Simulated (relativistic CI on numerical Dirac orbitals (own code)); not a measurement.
A reference radial Dirac CI calculation of Tm⁺ gave the lowest total energy -13551.61275 Ha in 81 SCF steps, from this input:

```
atom Tm  Z=69  charge=1  electrons=68
nucleus A=169  rms_radius_fm=5.2256
hamiltonian dirac-coulomb  breit=on  qed=on  c_scale=1
orbitals kli  potential=per-configuration
slater_scale 1
correlation none
mixing on
grid step=0.0125 r_max=129.7
scf mixing=0.4 start=green max_iterations=150 tolerance=2e-08 node_fill=0.05
configurations
  [Xe] 4f13 6s
  [Xe] 4f12 6s2
  [Xe] 4f12 5d 6s
  [Xe] 4f13 6p
  [Xe] 4f13 5d
end
```

One setting was then changed, and the output read:

```
SCF 1: [Xe] 4f13 6s
 iter      energy (Ha)   residual   last orbital (Ha)
    1    -13549.389503   3.02e+00     -0.70736
    2    -13573.072464   5.30e-01     -0.47669
    3    -13573.822110   2.93e-01     -0.44225
    4    -13573.988721   3.17e-01     -0.40770
    5    -13573.988545   3.17e-01     -0.40760
    6    -13573.982346   3.26e-01     -0.40979
    7    -13574.012457   1.57e-01     -0.57109
    8    -13574.033710   1.10e-01     -0.60928
    9    -13574.050638   1.57e-01     -0.62209
   10    -13574.044076   8.65e-02     -0.56182
   11    -13574.044885   4.36e-02     -0.48293
   12    -13574.045106   1.98e-02     -0.43934
   13    -13574.044918   1.14e-02     -0.42750
   14    -13574.044821   9.72e-03     -0.42573
   15    -13574.044766   1.13e-03     -0.40836
   16    -13574.044781   2.45e-05     -0.41005
   17    -13574.044783   6.00e-06     -0.41006
   18    -13574.044781   1.56e-06     -0.41006
   19    -13574.044781   3.57e-07     -0.41006
   20    -13574.044781   9.91e-08     -0.41006
   21    -13574.044781   2.74e-08     -0.41006
   22    -13574.044781   4.24e-09     -0.41006
SCF 2: [Xe] 4f12 6s2
 iter      energy (Ha)   residual   last orbital (Ha)
    1    -13553.843845   2.66e+00     -0.70736
    2    -13573.142853   5.53e-01     -0.50025
    3    -13573.835295   2.67e-01     -0.46890
    4    -13574.050204   7.00e-02     -0.45666
    5    -13574.032828   5.42e-02     -0.45470
    6    -13574.046805   9.28e-03     -0.45805
      ... 34 steps not shown
SCF 5: [Xe] 4f13 5d
 iter      energy (Ha)   residual   last orbital (Ha)
    1    -13548.108513   3.05e+00     -1.10584
    2    -13572.885041   5.23e-01     -0.42110
    3    -13573.700019   3.02e-01     -0.36440
    4    -13573.780324   3.07e-01     -0.29762
    5    -13573.863218   2.01e-01     -0.30200
    6    -13573.918072   9.51e-02     -0.30677
    7    -13573.946394   2.86e-02     -0.31418
    8    -13573.944833   1.54e-02     -0.31370
    9    -13573.942595   1.58e-04     -0.31304
   10    -13573.942660   5.38e-04     -0.31299
   11    -13573.942662   4.27e-04     -0.31294
   12    -13573.942659   4.11e-04     -0.31294
   13    -13573.942646   3.13e-04     -0.31292
   14    -13573.942586   1.31e-04     -0.31285
   15    -13573.942605   1.80e-06     -0.31287
   16    -13573.942605   2.96e-07     -0.31287
   17    -13573.942605   1.07e-07     -0.31287
   18    -13573.942605   5.56e-08     -0.31287
   19    -13573.942605   5.35e-09     -0.31287
orbital energies (Ha): 4d3/2 -6.8370  4d5/2 -6.5285  5s -2.2741  5p1/2 -1.4522  5p3/2 -1.2425  4f5/2 -0.4805  4f7/2 -0.4367  6s -0.4101
configuration averages (Ha): Dirac-Coulomb, Breit, QED
  4f13 6s                     -13574.044781   13.448028    0.000000
  4f12 6s2                    -13574.045557   13.451838    0.000000
  4f12 6s 5d                  -13574.007204   13.451384    0.000000
  4f13 6p                     -13573.927794   13.447935    0.000000
  4f13 5d                     -13573.942605   13.447663    0.000000
levels: no., configuration, term, J, E (cm-1), weight
   1 4f12 6s 5d             5F   5                0.0  0.90
   2 4f12 6s2               3H   6              121.2  0.99
   3 4f12 6s 5d             5F   4             2473.8  0.55
   4 4f12 6s 5d             5K   9             3205.1  0.99
   5 4f12 6s 5d             5K   8             3224.5  0.58
   6 4f12 6s 5d             5G   6             3288.2  0.90
   7 4f12 6s 5d             3K   7             3529.4  0.47
   8 4f12 6s 5d             5G   5             5525.7  0.46
   9 4f12 6s 5d             5F   3             5892.3  0.42
  10 4f12 6s 5d             5H   7             6163.3  0.60
  11 4f12 6s 5d             5I   8             6751.5  0.86
  12 4f12 6s2               3F   4             6777.3  0.52
  13 4f12 6s 5d             3H   6             6812.6  0.22
  14 4f12 6s 5d             3I   7             7681.2  0.34
lowest total energy -13560.686763 Ha
end: converged
```

Problem. Which setting was changed?
A. start potential
B. configuration list
C. SCF mixing
D. QED terms

Solution. D. The QED terms off.
